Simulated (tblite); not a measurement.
Compound: C2H10GeSSi.
Atom-mapped SMILES: `[CH3:1][CH2:2][S:3][GeH2:4][SiH3:5]` (hydrogens: H6, H7, H8 on C1; H9, H10 on C2; H11, H12 on Ge4; H13, H14, H15 on Si5)

Computed with GFN2-xTB (tblite), gas phase: L-BFGS steps from a force-field or distance-geometry start until the largest atomic force falls under 0.01 eV/Å.

The end geometry, which sets the zero of energy:
```
atom  x, y, z in Å
C1     -1.9356    0.0210    0.4512
C2     -1.4706    0.7572   -0.7882
S3     -0.7633   -0.3627   -2.0555
Ge4     1.0274   -1.1496   -0.9956
Si5     2.2955    0.4211    0.2288
H6     -2.4278    0.7133    1.1326
H7     -2.6386   -0.7637    0.1805
H8     -1.0902   -0.4353    0.9691
H9     -0.7244    1.5151   -0.5471
H10    -2.3090    1.2387   -1.2901
H11     1.7668   -1.8345   -2.1268
H12     0.5728   -2.3538   -0.1701
H13     3.0759   -0.2936    1.2347
H14     3.1839    1.1521   -0.6719
H15     1.4326    1.3826    0.9208
```

**Question.** These geometries come from the run, each turned onto the end geometry. Order them by energy, lowest first.
A.
```
atom  x, y, z in Å
C1     -2.5387   -0.4311    0.0069
C2     -1.6627    0.7169   -0.4577
S3     -0.5119    0.2265   -1.8046
Ge4     1.1063   -0.7068   -0.5658
Si5     3.0502    0.5422   -0.0793
H6     -2.9401   -0.2363    1.0000
H7     -3.3705   -0.5817   -0.6762
H8     -1.9550   -1.3485    0.0545
H9     -1.0583    1.1111    0.3586
H10    -2.2643    1.5235   -0.8702
H11     1.4037   -2.0248   -1.2474
H12     0.3682   -1.1635    0.6750
H13     3.8064   -0.1147    0.9900
H14     3.8791    0.6083   -1.2827
H15     2.6829    1.8869    0.3715
```
B.
```
atom  x, y, z in Å
C1     -2.4323   -0.1825    0.2241
C2     -1.4185    0.7024   -0.4705
S3     -0.6173   -0.1858   -1.8653
Ge4     1.1401   -1.0447   -0.8082
Si5     2.6723    0.5701   -0.0236
H6     -2.8963    0.3559    1.0492
H7     -3.2034   -0.4961   -0.4780
H8     -1.9504   -1.0728    0.6254
H9     -0.6450    1.0462    0.2212
H10    -1.9046    1.5714   -0.9139
H11     1.7064   -2.0373   -1.8050
H12     0.5895   -1.9461    0.2984
H13     3.5439   -0.0180    0.9909
H14     3.4550    1.0529   -1.1630
H15     1.9562    1.6922    0.5908
```
C.
```
atom  x, y, z in Å
C1     -2.5754   -0.3898    0.0070
C2     -1.6246    0.7304   -0.3601
S3     -0.4998    0.2364   -1.7241
Ge4     1.1369   -0.7874   -0.5954
Si5     3.0387    0.5369   -0.1396
H6     -3.2547   -0.0634    0.7921
H7     -3.1585   -0.6862   -0.8610
H8     -2.0208   -1.2580    0.3613
H9     -1.0221    1.0413    0.4949
H10    -2.1687    1.5924   -0.7452
H11     1.3742   -2.0785   -1.3620
H12     0.4730   -1.3094    0.6750
H13     3.8022   -0.0929    0.9360
H14     3.8912    0.6761   -1.3178
H15     2.6040    1.8600    0.3111
```
D.
```
atom  x, y, z in Å
C1     -2.1215   -0.0603    0.3944
C2     -1.4589    0.7526   -0.7006
S3     -0.7154   -0.3034   -1.9992
Ge4     1.0587   -1.1120   -0.9300
Si5     2.4414    0.4755    0.1430
H6     -2.6234    0.6004    1.0974
H7     -2.8487   -0.7485   -0.0274
H8     -1.3756   -0.6374    0.9386
H9     -0.6746    1.3918   -0.2844
H10    -2.1859    1.3753   -1.2268
H11     1.7394   -1.8887   -2.0365
H12     0.5806   -2.2495   -0.0232
H13     3.2342   -0.2136    1.1590
H14     3.3064    1.1217   -0.8430
H15     1.6388    1.5040    0.8112
```
E.
```
atom  x, y, z in Å
C1     -2.5150   -0.4209   -0.0236
C2     -1.6943    0.7844   -0.4679
S3     -0.3512    0.3677   -1.6431
Ge4     1.1428   -0.8067   -0.4477
Si5     3.0647    0.5210   -0.0442
H6     -2.7836   -0.3224    1.0284
H7     -3.4249   -0.5082   -0.6147
H8     -1.9398   -1.3397   -0.1432
H9     -1.2692    1.3035    0.3900
H10    -2.3194    1.4835   -1.0236
H11     1.3216   -2.0324   -1.3347
H12     0.3843   -1.4576    0.7223
H13     3.9100   -0.0432    1.0016
H14     3.8237    0.6160   -1.2884
H15     2.6459    1.8629    0.3612
```

**Answer.** D (0.008 eV), B (0.032 eV), C (0.056 eV), A (0.104 eV), E (0.184 eV).

In the order of the answer:

```json
{"step": "160", "E above end (eV)": "0.008", "largest force (eV/Å)": "0.12", "rms force component (eV/Å)": "0.036", "rms distance from end (Å)": "0.213", "rms bond change (Å)": "0.002", "bond most changed (Å)": "C2–H9 +0.004"}
{"step": "141", "E above end (eV)": "0.032", "largest force (eV/Å)": "0.10", "rms force component (eV/Å)": "0.034", "rms distance from end (Å)": "0.642", "rms bond change (Å)": "0.002", "bond most changed (Å)": "C2–S3 +0.004"}
{"step": "58", "E above end (eV)": "0.056", "largest force (eV/Å)": "0.03", "rms force component (eV/Å)": "0.012", "rms distance from end (Å)": "1.014", "rms bond change (Å)": "0.004", "bond most changed (Å)": "S3–Ge4 +0.012"}
{"step": "30", "E above end (eV)": "0.104", "largest force (eV/Å)": "0.15", "rms force component (eV/Å)": "0.046", "rms distance from end (Å)": "1.024", "rms bond change (Å)": "0.006", "bond most changed (Å)": "S3–Ge4 +0.017"}
{"step": "16", "E above end (eV)": "0.184", "largest force (eV/Å)": "0.20", "rms force component (eV/Å)": "0.063", "rms distance from end (Å)": "1.031", "rms bond change (Å)": "0.007", "bond most changed (Å)": "S3–Ge4 +0.020"}
```

What follows is the cost of the whole relaxation. Hardware: Arm Neoverse N1, one thread, shared host with 64 logical CPUs at a one-minute load of 57. Cost: 2.0 s.
